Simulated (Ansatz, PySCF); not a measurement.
Energy difference 2 R1 → 3 P1, each structure at its B3LYP-D3(BJ)/def2-TZVP stationary point, reached from a drawn start (curvature not checked).
R1, O3 (SMILES O=[O+][O-]) (charge 0, multiplicity 1):
```xyz
3

O      1.0813    -0.1866     0.0000
O     -0.0110     0.4284     0.0000
O     -1.0703    -0.2418     0.0000
```
P1: O2 (SMILES O=O), charge 0, multiplicity 3.

P less R. No zero-point or thermal terms; singlets are restricted closed shells; open shells are unrestricted; no spin–orbit coupling.

Frozen-core correlation throughout. CBS: X⁻³ extrapolation of the correlation energy, Hartree–Fock from the larger set.

Run with Ansatz (Gaussian basis) for Hartree–Fock, density functionals and correlated methods; PySCF for the D3/D4 terms. Each number belongs to the level named beside it.

| level | reaction energy (kcal/mol) |
|---|---|
| SVWN5/def2-TZVPP | -41.14 |
| PBE/def2-TZVPP | -62.62 |
| BLYP-D3(BJ)/def2-TZVPP | -67.85 |
| B3LYP-D4/def2-TZVPP | -90.04 |
| PBE0/def2-TZVPP | -94.16 |
| BHLYP-D4/def2-TZVPP | -127.54 |
| CAM-B3LYP-D3(BJ)/def2-TZVPP | ? |
| MP2/cc-pVTZ | ? |
| CCSD(T)/CBS(cc-pVTZ, cc-pVQZ) | ? |

Question: Fill in the missing entries.

Answer: 
- CAM-B3LYP-D3(BJ)/def2-TZVPP, reaction energy (kcal/mol): -98.92
- MP2/cc-pVTZ, reaction energy (kcal/mol): -59.33
- CCSD(T)/CBS(cc-pVTZ, cc-pVQZ), reaction energy (kcal/mol): -71.61

Doubts at one or more of the structures used: other coupled-cluster roots may lie near (CCSD(T)/CBS(cc-pVTZ, cc-pVQZ)).

Ansatz is a first-principles code.
